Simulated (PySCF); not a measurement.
LiCl, SMILES [Li][Cl]. Atoms are numbered in the order given.

```xyz
2

Li     0.0000     0.0000    -1.7235
Cl     0.0000     0.0000     0.3041
```

Geometry: PBE-D3(BJ)/def2-TZVPD.

All values below come from PBE-D3(BJ)/def2-TZVPD run with PySCF.

Frequencies are harmonic and unscaled.

Computed harmonic wavenumbers and intensities:
```json
[
 {"mode": "1", "ν (cm⁻¹)": "635", "IR (km/mol)": "119.8", "moving atoms (share of kinetic energy)": "Li 84 %, Cl 16 %"}
]
```
